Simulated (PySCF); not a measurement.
A side-by-side comparison of computed properties.

First species: C5H9FO3.
Numbering: `[CH3:1][CH2:2][C:3]1([F:4])[O:5][CH2:6][O:7][CH2:8][O:9]1` (hydrogens: H10, H11, H12 on C1; H13, H14 on C2; H15, H16 on C6; H17, H18 on C8)

Second species: C₆H₈FN.
SMILES: `C/C=C(\C)[C@H](F)C#N`

Levels: PBE0/def2-SVPD for HOMO energy, LUMO energy, HOMO–LUMO gap and static isotropic polarisability; TDDFT PBE0/def2-SVPD for lowest singlet excitation; TDA PBE0/def2-SVPD for lowest triplet excitation (Tamm–Dancoff). Geometries: GFN2-xTB. Each structure is a single optimised conformer of the isolated species, non-relativistic unless stated. Electronic properties by PySCF.

The conformers computed, where there is a choice (atom-mapped SMILES and torsion angles):
- `[CH3:1]/[CH:2]=[C:3](\[CH3:4])[C@H:5]([F:6])[C:7]#[N:8]`: C2–C3–C5–F6 10°

The conformers of `CCC1(F)OCOCO1` aren't listed.

```
                                property  column X  column Y
                             HOMO energy  -7.62 eV  -8.51 eV
                             LUMO energy  -0.50 eV   0.70 eV
                           HOMO–LUMO gap   7.12 eV   9.21 eV
               lowest singlet excitation   6.02 eV   8.03 eV
lowest triplet excitation (Tamm–Dancoff)   4.32 eV   7.84 eV
         static isotropic polarisability   76.5 au   70.4 au
```

(1) Which column belongs to which species?

(2) How does each property change from the first species to the second?

Results:

(1) Column X is the second species and column Y the first. The first has 18 atoms and 72 electrons, the second 16 and 60.

(2) HOMO energy +0.89 eV; LUMO energy -1.20 eV; HOMO–LUMO gap -2.09 eV; lowest singlet excitation -2.01 eV; lowest triplet excitation (Tamm–Dancoff) -3.52 eV; static isotropic polarisability +6.1 au.

On the first: The polarisability is 10.43 Å³ as a volume (1 au = 0.148185 Å³), or 0.98 au for each of the 72 electrons. S1 lies 1.18 eV below the HOMO–LUMO gap; its leading configuration is HOMO→LUMO, weight 0.89.

On the second: The principal polarisabilities are 63.8, 69.1 and 96.6 au; their mean is the isotropic value. The vertical singlet–triplet gap S1 − T1 is 1.70 eV (TDDFT singlet less Tamm–Dancoff triplet; S1: HOMO→LUMO, weight 0.80; T1: HOMO→LUMO, weight 0.47, beside HOMO→LUMO+1, weight 0.37).
